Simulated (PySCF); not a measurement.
## Worked example: entropy of an ideal gas

Si(F)(Cl)(Me)(OH) (CH4ClFOSi), SMILES C[Si](O)(F)Cl.

The structure is a stationary point at PBE-D3(BJ)/def2-SVP. The values are those of a single conformer.

PBE-D3(BJ)/def2-SVP in PySCF gives the harmonic wavenumbers 115, 158, 190, 243, 260, 299, 324, 511, 704, 745, 767, 820, 891, 945, 1231, 1375, 1377, 2991, 3095, 3100, 3766 cm⁻¹ and the rotational temperatures 0.1719, 0.1101, 0.1068 K. The molar mass is 114.58 g/mol, the symmetry number 1, the spin multiplicity 1.

### Question
Work out the entropy at 298.15 K and 1 atm in the rigid-rotor, harmonic-oscillator model.

### Answer

Translation (Sackur–Tetrode at 1 atm): S = R[1.5 ln M + 2.5 ln T − 1.16487] = 167.9 J/(mol K).
Rotation: q = (√π/σ) T^1.5/√(θA θB θC) = 203000, S = R[ln q + 3/2] = 114.1 J/(mol K).
Vibration: with u = 1.4388 ν/T, each mode gives R[u/(e^u − 1) − ln(1 − e^−u)]:
```json
[
 {"ν (cm⁻¹)": "115", "modes": "1", "u": "0.55", "S (J/(mol K))": "13.32"},
 {"ν (cm⁻¹)": "158", "modes": "1", "u": "0.76", "S (J/(mol K))": "10.77"},
 {"ν (cm⁻¹)": "190", "modes": "1", "u": "0.92", "S (J/(mol K))": "9.32"},
 {"ν (cm⁻¹)": "243", "modes": "1", "u": "1.17", "S (J/(mol K))": "7.45"},
 {"ν (cm⁻¹)": "260", "modes": "1", "u": "1.25", "S (J/(mol K))": "6.95"},
 {"ν (cm⁻¹)": "299", "modes": "1", "u": "1.44", "S (J/(mol K))": "5.95"},
 {"ν (cm⁻¹)": "324", "modes": "1", "u": "1.56", "S (J/(mol K))": "5.40"},
 {"ν (cm⁻¹)": "511", "modes": "1", "u": "2.47", "S (J/(mol K))": "2.64"},
 {"ν (cm⁻¹)": "704", "modes": "1", "u": "3.40", "S (J/(mol K))": "1.26"},
 {"ν (cm⁻¹)": "745", "modes": "1", "u": "3.60", "S (J/(mol K))": "1.08"},
 {"ν (cm⁻¹)": "767", "modes": "1", "u": "3.70", "S (J/(mol K))": "0.99"},
 {"ν (cm⁻¹)": "820", "modes": "1", "u": "3.96", "S (J/(mol K))": "0.80"},
 {"ν (cm⁻¹)": "891", "modes": "1", "u": "4.30", "S (J/(mol K))": "0.61"},
 {"ν (cm⁻¹)": "945", "modes": "1", "u": "4.56", "S (J/(mol K))": "0.49"},
 {"ν (cm⁻¹)": "1231", "modes": "1", "u": "5.94", "S (J/(mol K))": "0.15"},
 {"ν (cm⁻¹)": "1375", "modes": "1", "u": "6.64", "S (J/(mol K))": "0.08"},
 {"ν (cm⁻¹)": "1377", "modes": "1", "u": "6.64", "S (J/(mol K))": "0.08"}
]
```
The stiffer modes add less than 0.005 each. Sum 67.3 J/(mol K).
Spin: R ln 1 = 0.0 J/(mol K).
Total 349.3 J/(mol K); the program's own thermochemistry gives 349.3. Translation makes up 48 % and vibration 19 %. Anharmonicity, hindered rotation and orbital degeneracy are left out.
